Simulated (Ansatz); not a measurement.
An input for GaH2O2 (SMILES [OH][Ga][OH])

The species is GaH2O2 (5 atoms), meant as a doublet with charge 0. SMILES: `[OH][Ga][OH]`. Geometry: relaxed at PBE0-D4/def2-TZVP. This is one conformer, not always the lowest.

```
atom    x (Å)    y (Å)    z (Å)
   O  -0.3706   0.0216  -1.2744
  Ga  -0.3117  -0.7538   0.3536
   O   0.6182   0.1549   1.5911
   H  -0.8674  -0.4646  -1.9365
   H   0.9815   0.9682   1.2247
```

Settings wanted:

| Setting | Value |
| --- | --- |
| basis set | def2-SVPD |
| core potential | none |
| integral approximation | none |
| task | energy |
| method | DFT |
| functional | wB97X |
| reference | UKS |
| accuracy | high |
| start density | atoms |

Give an Ansatz 0.2.0 job that does this.

This one ran through:

molecule.yaml:
```yaml
crystal:
  periodic: [false, false, false]
  atoms:
    - symbol: O
      position_ang: [-0.370600, 0.021600, -1.274400]
    - symbol: Ga
      position_ang: [-0.311700, -0.753800, 0.353600]
    - symbol: O
      position_ang: [0.618200, 0.154900, 1.591100]
    - symbol: H
      position_ang: [-0.867400, -0.464600, -1.936500]
    - symbol: H
      position_ang: [0.981500, 0.968200, 1.224700]
basis:
  gaussian:
    orbitals: def2-SVPD
magnetization:
  spin_polarized: true
  initial_magnetization: 1
hamiltonian:
  xc: {name: wB97X}
accuracy: high
output: {orbitals: {seedname: orbitals}}
```

```bash
$ ansatz run molecule.yaml --threads 1 --pin off --max-ram 3480MiB --events-out events.jsonl --progress --plain --runs-dir runs
```

Calculated total energy: -2076.18136 Eh.
